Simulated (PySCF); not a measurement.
# `CCCCCS[SiH3]`: 4 charge schemes on one density

Compound: C₅H₁₄SSi.
SMILES with atom numbers: `[CH3:1][CH2:2][CH2:3][CH2:4][CH2:5][S:6][SiH3:7]` (hydrogens: H8, H9, H10 on C1; H11, H12 on C2; H13, H14 on C3; H15, H16 on C4; H17, H18 on C5; H19, H20, H21 on Si7)

Geometry (PBE0-D3(BJ)/def2-SVP, Å), atoms numbered from 1 in this order:
```
atom  x, y, z in Å
C1    -3.243    0.158    0.181
C2    -1.905   -0.540    0.003
C3    -0.809    0.035    0.893
C4     0.536   -0.682    0.806
C5     1.212   -0.550   -0.548
S6     2.803   -1.446   -0.693
Si7    4.048   -0.272    0.592
H8    -3.593    0.092    1.224
H9    -3.172    1.229   -0.073
H10   -4.021   -0.284   -0.459
H11   -2.015   -1.618    0.220
H12   -1.601   -0.478   -1.056
H13   -1.153    0.005    1.942
H14   -0.672    1.107    0.657
H15    0.411   -1.753    1.041
H16    1.206   -0.279    1.584
H17    1.374    0.508   -0.812
H18    0.592   -0.986   -1.346
H19    3.814   -0.507    2.050
H20    5.451   -0.657    0.266
H21    3.825    1.182    0.314
```

Density: PBE0/pcSseg-1 (PySCF); schemes: Mulliken, IAO, Hirshfeld and ESP-fitted. Isolated species at its PBE0-D3(BJ)/def2-SVP geometry (one conformer only).

Do the Mulliken, IAO, Hirshfeld and ESP-fitted schemes agree on where the charge is lowest?

The schemes don't all agree: Mulliken C5 (-0.366); IAO C1 (-0.406); Hirshfeld C1 (-0.113); ESP-fitted C1 (-0.451).

At which atom do the 4 schemes differ most?

At C2: from -0.292 (Mulliken) to +0.291 e (ESP-fitted), 0.583 e apart.

Tabulate the Mulliken, IAO, Hirshfeld and ESP-fitted charges.

In e:

```csv
atom,environment,Mulliken,IAO,Hirshfeld,ESP-fitted
C1,methyl carbon,-0.271,-0.406,-0.113,-0.451
C2,chain CH2 carbon,-0.292,-0.243,-0.064,+0.291
C3,chain CH2 carbon,-0.246,-0.246,-0.063,-0.182
C4,chain CH2 carbon,-0.218,-0.247,-0.071,+0.087
C5,sp3 carbon bound to sulfur,-0.366,-0.322,-0.065,-0.295
S6,sulfur bonded to C and Si,-0.247,-0.177,-0.092,-0.276
Si7,SiH3 silicon,+0.421,+0.506,+0.280,+0.285
H8,methyl hydrogen,+0.111,+0.133,+0.038,+0.105
H9,methyl hydrogen,+0.111,+0.133,+0.038,+0.105
H10,methyl hydrogen,+0.119,+0.139,+0.041,+0.106
H11,methylene hydrogen,+0.118,+0.127,+0.036,-0.025
H12,methylene hydrogen,+0.124,+0.123,+0.034,-0.053
H13,methylene hydrogen,+0.122,+0.131,+0.039,+0.039
H14,methylene hydrogen,+0.113,+0.122,+0.034,+0.053
H15,methylene hydrogen,+0.131,+0.136,+0.034,+0.020
H16,methylene hydrogen,+0.143,+0.130,+0.034,+0.033
H17,methylene hydrogen,+0.155,+0.140,+0.038,+0.126
H18,methylene hydrogen,+0.175,+0.155,+0.044,+0.187
H19,Si–H hydrogen,-0.070,-0.122,-0.077,-0.065
H20,Si–H hydrogen,-0.063,-0.095,-0.069,-0.030
H21,Si–H hydrogen,-0.072,-0.117,-0.075,-0.059
```

Mean size of the charges over all atoms: IAO 0.188 e, Mulliken 0.176 e, ESP-fitted 0.137 e, Hirshfeld 0.066 e. Each set sums to the total charge, 0, to within 0.001 e. The Hirshfeld scheme divides the density at each point in proportion to the densities of the neutral, spherically averaged free atoms. The ESP scheme is a least-squares fit of atom-centred charges to the potential on four shells outside the van der Waals surface, with the total charge fixed.

How closely do the schemes follow one another over all atoms?

Correlation coefficient and root-mean-square difference: Mulliken with IAO 0.98, 0.046 e; IAO with Hirshfeld 0.93, 0.140 e; Mulliken with Hirshfeld 0.89, 0.132 e; IAO with ESP-fitted 0.67, 0.164 e; Hirshfeld with ESP-fitted 0.63, 0.142 e; Mulliken with ESP-fitted 0.62, 0.167 e.

How many electrons does the Hirshfeld scheme count on C3?

Z − q = 6 − (-0.063) = 6.063.

Sum the charges by element, for elements with more than one atom.

```json
{"element": "C", "atoms": "5", "Mulliken": "-1.392", "IAO": "-1.464", "Hirshfeld": "-0.376", "ESP-fitted": "-0.549"}
{"element": "H", "atoms": "14", "Mulliken": "+1.218", "IAO": "+1.134", "Hirshfeld": "+0.188", "ESP-fitted": "+0.541"}
```
